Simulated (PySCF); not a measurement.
Al(SMe)3, SMILES C[S][Al]([S]C)[S]C (C3H9AlS3), singlet, GFN2-xTB optimised geometry.

```
16

Al     0.10    -0.68     0.00
S      2.30    -0.68     0.00
C      2.63    -2.47     0.00
H      3.21    -2.70     0.89
H      3.21    -2.70    -0.89
H      1.70    -3.04     0.00
S     -1.00     1.23     0.00
C      0.39     2.42     0.00
H      1.35     1.89     0.00
H      0.30     3.03     0.89
H      0.30     3.04    -0.89
S     -1.00    -2.58     0.00
C     -2.73    -1.97     0.00
H     -3.21    -2.36     0.89
H     -3.21    -2.35    -0.89
H     -2.75    -0.88     0.00
```

Density from PySCF with CAM-B3LYP/def2-TZVP at that geometry.

Minimum of the electron density along straight lines between bonded atoms, close to the bond critical point (lines longer than 1.1 times the sum of covalent radii, or with two minima, are not listed):

| bond | length / Å | ρ at the minimum / e bohr⁻³ | ∇²ρ there / e bohr⁻⁵ | position (fraction from the first atom) |
|---|---|---|---|---|
| Al1–S2 | 2.203 | 0.073 | 0.18 | 0.37 |
| S2–C3 | 1.830 | 0.174 | -0.27 | 0.53 |
| C3–H4 | 1.085 | 0.285 | -1.00 | 0.65 |
| C3–H5 | 1.085 | 0.285 | -1.00 | 0.65 |
| C3–H6 | 1.089 | 0.283 | -0.99 | 0.65 |
| Al1–S7 | 2.203 | 0.073 | 0.18 | 0.37 |
| S7–C8 | 1.830 | 0.174 | -0.27 | 0.53 |
| C8–H9 | 1.089 | 0.283 | -0.99 | 0.65 |
| C8–H10 | 1.085 | 0.285 | -1.00 | 0.65 |
| C8–H11 | 1.085 | 0.285 | -1.00 | 0.65 |
| Al1–S12 | 2.203 | 0.073 | 0.18 | 0.37 |
| S12–C13 | 1.830 | 0.174 | -0.27 | 0.53 |
| C13–H14 | 1.085 | 0.285 | -1.00 | 0.65 |
| C13–H15 | 1.085 | 0.285 | -1.00 | 0.65 |
| C13–H16 | 1.089 | 0.283 | -0.99 | 0.65 |
